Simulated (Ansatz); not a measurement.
Ansatz (an electronic-structure program) input:
A basis named .json is the Basis Set Exchange file of that set.

Ansatz 0.2 input:
```yaml
crystal:
  periodic: [false, false, false]
  atoms:
    - {symbol: C, position_ang: [1.30511154, -0.19030126, 0.16000243]}
    - {symbol: C, position_ang: [0.10291222, -0.01500586, 0.01261670]}
    - {symbol: C, position_ang: [-1.21447998, 0.17708606, -0.14889130]}
    - {symbol: H, position_ang: [2.36004904, -0.34412407, 0.28933434]}
    - {symbol: H, position_ang: [-1.58759968, 1.04652208, -0.68808273]}
    - {symbol: H, position_ang: [-1.93371204, -0.53307168, 0.25638137]}
basis:
  gaussian:
    orbitals: aug-cc-pVTZ
    fitting: {mean_field: def2-universal-jkfit, correlation: aug-cc-pVTZ-RIFIT.json}
total_charge: 1
magnetization: {spin_polarized: false}
correlation: {method: mp2, electrons: outside_noble_gas}
```

**Question.** What final total energy does it print?

**Answer.** -115.42191 Eh (RI-MP2/aug-cc-pVTZ). The basis has 207 functions.
